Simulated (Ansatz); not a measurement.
Ansatz (a program for electronic structure) job for C₂H₇OSi, SMILES [SiH]([O])(C)C, multiplicity 2, B3LYP-D3(BJ)/def2-SVP. 

Ansatz 0.2 input:
```yaml
crystal:
  periodic: [false, false, false]
  atoms:
    - {symbol: C, position_ang: [-1.23895807, -1.15421173, -0.09844900]}
    - {symbol: Si, position_ang: [-0.05686196, 0.40946362, -0.28426932]}
    - {symbol: C, position_ang: [1.53643954, -0.71747878, -0.01712031]}
    - {symbol: O, position_ang: [-0.25007409, 1.45170790, 0.80982007]}
    - {symbol: H, position_ang: [-1.01644042, -1.90090720, -0.84661507]}
    - {symbol: H, position_ang: [-1.14567139, -1.56170710, 0.89744966]}
    - {symbol: H, position_ang: [-2.23002707, -0.74896717, -0.24386563]}
    - {symbol: H, position_ang: [-0.06968571, 0.75286120, -1.70851679]}
    - {symbol: H, position_ang: [1.52008952, -1.13296283, 0.97965212]}
    - {symbol: H, position_ang: [2.36186146, -0.02757080, -0.12025704]}
    - {symbol: H, position_ang: [1.59164491, -1.49675674, -0.76322141]}
basis:
  gaussian:
    orbitals: def2-SVP
hamiltonian:
  xc: b3lyp
  dispersion: d3bj
magnetization: {spin_polarized: true, initial_magnetization: 1}
relax: {f_tol: 0.002, max_steps: 200}
```

Log of the run:

```
[...]
1018 factors; integrals over basis functions are off by at most 4.4e-4 eV
mean field: 0.54 GiB planned
mean field evaluation 96: about -12107.1498 eV, gradient 2.0e-5 eV
mean field -12107.14983028 eV, -444.9295497417 hartree, gradient 5.7e-6 eV, S^2 0.753453; 0 other end points of the search recorded, 0 dependent functions left out
the calculation of the forces begins
reference -12107.15006595 eV, -444.9295584027 hartree; 21, 20 occupied and 74, 75 virtual orbitals, 1018 factors
relax step   6: F+E_penalty+E_count = -12107.50863512 eV  Δ(F+E_penalty+E_count) = -5.252e-3 eV  max|allowed force component| = 8.408e-2 eV/Å  Δτ_max = 0.0213 Å  (59 SCF iters, accepted)
these checks for a lower state are left out or cut short: starts, cluster_reference, orbital_swaps, neighbouring_geometries, increment
integrals: 0.05 GiB planned
1018 factors; integrals over basis functions are off by at most 4.4e-4 eV
mean field: 0.54 GiB planned
mean field -12107.15042397 eV, -444.9295715596 hartree, gradient 9.0e-6 eV, S^2 0.753452; 0 other end points of the search recorded, 0 dependent functions left out
the calculation of the forces begins
reference -12107.15065979 eV, -444.9295802257 hartree; 21, 20 occupied and 74, 75 virtual orbitals, 1018 factors
relax step   7: F+E_penalty+E_count = -12107.50953776 eV  Δ(F+E_penalty+E_count) = -9.026e-4 eV  max|allowed force component| = 4.528e-2 eV/Å  Δτ_max = 0.0125 Å  (57 SCF iters, accepted)
these checks for a lower state are left out or cut short: starts, cluster_reference, orbital_swaps, neighbouring_geometries, increment
integrals: 0.05 GiB planned
1018 factors; integrals over basis functions are off by at most 4.4e-4 eV
mean field: 0.54 GiB planned
mean field evaluation 128: about -12107.1512 eV, gradient 4.0e-7 eV
mean field -12107.15118959 eV, -444.9295996955 hartree, gradient 4.0e-7 eV, S^2 0.753451; 0 other end points of the search recorded, 0 dependent functions left out
the calculation of the forces begins
reference -12107.15142571 eV, -444.9296083729 hartree; 21, 20 occupied and 74, 75 virtual orbitals, 1018 factors
relax step   8: F+E_penalty+E_count = -12107.51033505 eV  Δ(F+E_penalty+E_count) = -7.973e-4 eV  max|allowed force component| = 6.830e-2 eV/Å  Δτ_max = 0.0199 Å  (92 SCF iters, accepted)
these checks for a lower state are left out or cut short: starts, cluster_reference, orbital_swaps, neighbouring_geometries, increment
integrals: 0.05 GiB planned
1018 factors; integrals over basis functions are off by at most 4.3e-4 eV
mean field: 0.54 GiB planned
mean field -12107.13958336 eV, -444.9291731745 hartree, gradient 7.7e-6 eV, S^2 0.753616; 0 other end points of the search recorded, 0 dependent functions left out
the calculation of the forces begins
reference -12107.13982063 eV, -444.9291818941 hartree; 21, 20 occupied and 74, 75 virtual orbitals, 1018 factors
relax step   9: F+E_penalty+E_count = -12107.49863634 eV  Δ(F+E_penalty+E_count) = +1.170e-2 eV  max|allowed force component| = 2.806e-1 eV/Å  Δτ_max = 0.1361 Å  (60 SCF iters, rejected (line search))
these checks for a lower state are left out or cut short: starts, cluster_reference, orbital_swaps, neighbouring_geometries, increment
integrals: 0.05 GiB planned
1018 factors; integrals over basis functions are off by at most 4.4e-4 eV
mean field: 0.54 GiB planned
mean field evaluation 160: about -12107.1525 eV, gradient 1.8e-7 eV
mean field -12107.15246377 eV, -444.9296465208 hartree, gradient 1.8e-7 eV, S^2 0.753472; 0 other end points of the search recorded, 0 dependent functions left out
the calculation of the forces begins
reference -12107.15270020 eV, -444.9296552094 hartree; 21, 20 occupied and 74, 75 virtual orbitals, 1018 factors
relax step  10: F+E_penalty+E_count = -12107.51151981 eV  Δ(F+E_penalty+E_count) = -1.185e-3 eV  max|allowed force component| = 7.922e-2 eV/Å  Δτ_max = 0.0226 Å  (93 SCF iters, accepted)
these checks for a lower state are left out or cut short: starts, cluster_reference, orbital_swaps, neighbouring_geometries, increment
integrals: 0.05 GiB planned
1018 factors; integrals over basis functions are off by at most 4.4e-4 eV
mean field: 0.54 GiB planned
mean field -12107.15359412 eV, -444.9296880606 hartree, gradient 4.5e-7 eV, S^2 0.753503; 0 other end points of the search recorded, 0 dependent functions left out
the calculation of the forces begins
reference -12107.15383071 eV, -444.9296967551 hartree; 21, 20 occupied and 74, 75 virtual orbitals, 1018 factors
relax step  11: F+E_penalty+E_count = -12107.51261801 eV  Δ(F+E_penalty+E_count) = -1.098e-3 eV  max|allowed force component| = 6.804e-2 eV/Å  Δτ_max = 0.0218 Å  (93 SCF iters, accepted)
these checks for a lower state are left out or cut short: starts, cluster_reference, orbital_swaps, neighbouring_geometries, increment
integrals: 0.05 GiB planned
1018 factors; integrals over basis functions are off by at most 4.4e-4 eV
mean field: 0.54 GiB planned
mean field -12107.15246325 eV, -444.9296465016 hartree, gradient 4.3e-6 eV, S^2 0.753647; 0 other end points of the search recorded, 0 dependent functions left out
the calculation of the forces begins
reference -12107.15270011 eV, -444.9296552061 hartree; 21, 20 occupied and 74, 75 virtual orbitals, 1018 factors
relax step  12: F+E_penalty+E_count = -12107.51134896 eV  Δ(F+E_penalty+E_count) = +1.269e-3 eV  max|allowed force component| = 1.016e-1 eV/Å  Δτ_max = 0.0746 Å  (60 SCF iters, rejected (line search))
these checks for a lower state are left out or cut short: starts, cluster_reference, orbital_swaps, neighbouring_geometries, increment
integrals: 0.05 GiB planned
1018 factors; integrals over basis functions are off by at most 4.4e-4 eV
mean field: 0.54 GiB planned
mean field evaluation 192: about -12107.1548 eV, gradient 4.0e-2 eV
mean field -12107.15491537 eV, -444.9297366156 hartree, gradient 2.9e-7 eV, S^2 0.753555; 0 other end points of the search recorded, 0 dependent functions left out
the calculation of the forces begins
reference -12107.15515192 eV, -444.9297453084 hartree; 21, 20 occupied and 74, 75 virtual orbitals, 1018 factors
relax step  13: F+E_penalty+E_count = -12107.51388782 eV  Δ(F+E_penalty+E_count) = -1.270e-3 eV  max|allowed force component| = 3.276e-2 eV/Å  Δτ_max = 0.0260 Å  (95 SCF iters, accepted)
these checks for a lower state are left out or cut short: starts, cluster_reference, orbital_swaps, neighbouring_geometries, increment
integrals: 0.05 GiB planned
1018 factors; integrals over basis functions are off by at most 4.3e-4 eV
mean field: 0.54 GiB planned
mean field -12107.15510495 eV, -444.9297435824 hartree, gradient 6.9e-6 eV, S^2 0.753611; 0 other end points of the search recorded, 0 dependent functions left out
the calculation of the forces begins
reference -12107.15534090 eV, -444.9297522535 hartree; 21, 20 occupied and 74, 75 virtual orbitals, 1018 factors
relax step  14: F+E_penalty+E_count = -12107.51407135 eV  Δ(F+E_penalty+E_count) = -1.835e-4 eV  max|allowed force component| = 3.032e-2 eV/Å  Δτ_max = 0.0225 Å  (54 SCF iters, accepted)
these checks for a lower state are left out or cut short: starts, cluster_reference, orbital_swaps, neighbouring_geometries, increment
integrals: 0.05 GiB planned
1018 factors; integrals over basis functions are off by at most 4.3e-4 eV
mean field: 0.54 GiB planned
mean field evaluation 224: about -12107.1557 eV, gradient 2.5e-5 eV
mean field -12107.15566101 eV, -444.9297640172 hartree, gradient 4.8e-6 eV, S^2 0.753620; 0 other end points of the search recorded, 0 dependent functions left out
the calculation of the forces begins
reference -12107.15589690 eV, -444.9297726861 hartree; 21, 20 occupied and 74, 75 virtual orbitals, 1018 factors
relax step  15: F+E_penalty+E_count = -12107.51446266 eV  Δ(F+E_penalty+E_count) = -3.913e-4 eV  max|allowed force component| = 2.403e-2 eV/Å  Δτ_max = 0.0139 Å  (54 SCF iters, accepted)
these checks for a lower state are left out or cut short: starts, cluster_reference, orbital_swaps, neighbouring_geometries, increment
integrals: 0.05 GiB planned
1018 factors; integrals over basis functions are off by at most 4.3e-4 eV
mean field: 0.54 GiB planned
mean field -12107.15554406 eV, -444.9297597193 hartree, gradient 7.6e-6 eV, S^2 0.753604; 0 other end points of the search recorded, 0 dependent functions left out
the calculation of the forces begins
reference -12107.15577985 eV, -444.9297683845 hartree; 21, 20 occupied and 74, 75 virtual orbitals, 1018 factors
relax step  16: F+E_penalty+E_count = -12107.51454762 eV  Δ(F+E_penalty+E_count) = -8.497e-5 eV  max|allowed force component| = 1.072e-2 eV/Å  Δτ_max = 0.0098 Å  (52 SCF iters, accepted)
these checks for a lower state are left out or cut short: starts, cluster_reference, orbital_swaps, neighbouring_geometries, increment
integrals: 0.05 GiB planned
1018 factors; integrals over basis functions are off by at most 4.3e-4 eV
mean field: 0.54 GiB planned
mean field -12107.15557713 eV, -444.9297609349 hartree, gradient 6.9e-6 eV, S^2 0.753609; 0 other end points of the search recorded, 0 dependent functions left out
the calculation of the forces begins
reference -12107.15581288 eV, -444.9297695982 hartree; 21, 20 occupied and 74, 75 virtual orbitals, 1018 factors
relax step  17: F+E_penalty+E_count = -12107.51458122 eV  Δ(F+E_penalty+E_count) = -3.360e-5 eV  max|allowed force component| = 4.144e-3 eV/Å  Δτ_max = 0.0038 Å  (52 SCF iters, accepted)
these checks for a lower state are left out or cut short: starts, cluster_reference, orbital_swaps, neighbouring_geometries, increment
integrals: 0.05 GiB planned
1018 factors; integrals over basis functions are off by at most 4.3e-4 eV
mean field: 0.54 GiB planned
mean field evaluation 256: about -12107.1556 eV, gradient 4.5e-5 eV
mean field -12107.15559665 eV, -444.9297616519 hartree, gradient 1.6e-6 eV, S^2 0.753612; 0 other end points of the search recorded, 0 dependent functions left out
the calculation of the forces begins
reference -12107.15583235 eV, -444.9297703140 hartree; 21, 20 occupied and 74, 75 virtual orbitals, 1018 factors
relax step  18: F+E_penalty+E_count = -12107.51458396 eV  Δ(F+E_penalty+E_count) = -2.742e-6 eV  max|allowed force component| = 1.453e-3 eV/Å  Δτ_max = 0.0016 Å  (57 SCF iters, accepted)
integrals: 0.05 GiB planned
1018 factors; integrals over basis functions are off by at most 4.3e-4 eV
mean field: 0.54 GiB planned
mean field evaluation 288: about -12107.0951 eV, gradient 2.3e-1 eV
mean field -12107.15559665 eV, -444.9297616519 hartree, gradient 1.6e-6 eV, S^2 0.753612; 3 other end points of the search recorded, 0 dependent functions left out
the calculation of the forces begins
reference -12107.15583235 eV, -444.9297703140 hartree; 21, 20 occupied and 74, 75 virtual orbitals, 1018 factors
Total energy: -12107.51481967 eV, -444.9429628546 hartree
Atom 0 at    -1.401104    -1.133905    -0.116479 Å, force     0.000543    -0.000825     0.000441 eV/Å
Atom 1 at    -0.033717     0.133215    -0.334479 Å, force     0.000552     0.001453    -0.001401 eV/Å
Atom 2 at     1.667772    -0.622876    -0.002392 Å, force    -0.000480    -0.001317    -0.000623 eV/Å
Atom 3 at    -0.118420     1.343350     0.833183 Å, force    -0.000556    -0.001133    -0.000331 eV/Å
Atom 4 at    -1.304574    -1.933209    -0.870500 Å, force     0.000468     0.000612     0.000161 eV/Å
Atom 5 at    -1.352659    -1.588710     0.885445 Å, force    -0.000426    -0.000236     0.000275 eV/Å
Atom 6 at    -2.394957    -0.674856    -0.238951 Å, force    -0.000140     0.000384     0.000322 eV/Å
Atom 7 at    -0.074399     0.704702    -1.714565 Å, force     0.000346     0.000304     0.000233 eV/Å
Atom 8 at     1.707200    -1.058875     1.006944 Å, force     0.000364     0.000103     0.000531 eV/Å
Atom 9 at     2.466782     0.126387    -0.100469 Å, force    -0.000252     0.000476    -0.000062 eV/Å
Atom 10 at     1.840393    -1.421752    -0.743131 Å, force    -0.000419     0.000178     0.000454 eV/Å
Dipole moment:     0.049808    -0.422996    -0.188907 e Å
```

The calculation finished and met its thresholds.
